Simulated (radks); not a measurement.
Values are calculated unless marked as measured or tabulated.
Initial-state core-level shifts of the technetium ion Tc2+ when its valence configuration changes from [Kr] 4d5. Level of theory: Dirac Kohn-Sham, PBE, spin-unpolarised, spherical densities, finite nucleus; open shells fill j = l - 1/2 first; Fermi nuclear charge, rms radius 4.4112 fm (a radial shooting solver on a logarithmic mesh with Libxc functionals). Shifts are changes of the shell-averaged eigenvalues in eV (positive: less bound); the change of the density at the nucleus, which sets a Mossbauer isomer shift, is in e/bohr^3, on a base of 1.001e+05.

| valence | 2s | 2p | 3d | 4s | density at nucleus |
|---|---|---|---|---|---|
| 4d4 5p1 | -5.872 | -5.848 | -5.785 | -5.257 | +3.45 |
| 4d4.5 5p0.5 | -2.881 | -2.869 | -2.843 | -2.604 | +1.61 |
| 4d4 5s1 | -4.777 | -4.756 | -4.677 | -4.158 | +24.53 |
| 4d3 5s2 | -10.104 | -10.062 | -9.841 | -8.594 | +53.80 |
| 4d3 5p2 | -12.245 | -12.195 | -12.005 | -10.708 | +8.01 |
| 4d3 5s1 5p1 | -11.186 | -11.140 | -10.934 | -9.663 | +31.25 |
| 4d3.5 5p1.5 | -9.013 | -8.976 | -8.856 | -7.972 | +5.61 |
| 4d3 5s1.5 5p0.5 | -10.648 | -10.604 | -10.390 | -9.132 | +42.62 |
| 4d2 5s1 5p2 | -17.948 | -17.874 | -17.483 | -15.227 | +38.99 |
